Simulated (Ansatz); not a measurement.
# Abstraction of F: C4H9F + CH6FSi2 → C4H9 + CH6F2Si2

Species: C4H9F (2-fluorobutane) `CCC(C)F`, singlet; CH6FSi2 `F[SiH2]C[SiH2]`, doublet; C4H9 (2-butyl radical) `C[CH]CC`, doublet; CH6F2Si2 `F[SiH2]C[SiH2]F`, singlet. A radical takes F: the energy is the difference in strength between the C–F bond broken and the Si–F bond made.

Shapes, held fixed at every level: PBE0-D4/def2-TZVP. Flexible molecules stand in one conformer, not always the lowest. Programs: Ansatz 0.2.0. The zero-point and thermal change to 298 K, harmonic and unscaled (PBE0-D4/def2-TZVP), is -4.9 kJ/mol.

Problem. Estimate ΔH(298 K) of this reaction.

Solution. The highest level, CCSD(T)/CBS estimate, gives ΔH(298 K) = -165.7 kJ/mol; the levels span -173.2 to -133.5. The column of differences is taken from that level and isn't an error. No measured value is set beside it here. Open shells run unrestricted. The CBS estimate extrapolates MP2 from def2-TZVPP and def2-QZVPP and adds CCSD(T) − MP2 in the triple-zeta set, cores frozen. Times are processor times on shared x86 and Arm servers, and rough.

```json
{"level": "HF/def2-SVP", "kind": "Hartree–Fock", "ΔH(298 K) (kJ/mol)": "-158.4", "less CCSD(T)/CBS estimate": "+7.3", "CPU time (sum over the molecules)": "–"}
{"level": "SPW92/def2-TZVPP", "kind": "LDA", "ΔH(298 K) (kJ/mol)": "-133.5", "less CCSD(T)/CBS estimate": "+32.2", "CPU time (sum over the molecules)": "25 s"}
{"level": "B3LYP-D4/def2-TZVPP", "kind": "global hybrid", "ΔH(298 K) (kJ/mol)": "-162.8", "less CCSD(T)/CBS estimate": "+2.9", "CPU time (sum over the molecules)": "80 s"}
{"level": "BHLYP-D4/def2-TZVPP", "kind": "global hybrid", "ΔH(298 K) (kJ/mol)": "-173.2", "less CCSD(T)/CBS estimate": "-7.5", "CPU time (sum over the molecules)": "66 s"}
{"level": "PBE0-D4/def2-TZVPP", "kind": "global hybrid", "ΔH(298 K) (kJ/mol)": "-153.1", "less CCSD(T)/CBS estimate": "+12.6", "CPU time (sum over the molecules)": "57 s"}
{"level": "r2SCAN0-D4/def2-TZVPP", "kind": "global hybrid", "ΔH(298 K) (kJ/mol)": "-168.5", "less CCSD(T)/CBS estimate": "-2.8", "CPU time (sum over the molecules)": "99 s"}
{"level": "CCSD(T)/CBS estimate", "kind": "coupled cluster or CI", "ΔH(298 K) (kJ/mol)": "-165.7", "less CCSD(T)/CBS estimate": "0.0", "CPU time (sum over the molecules)": "3.1 h"}
```
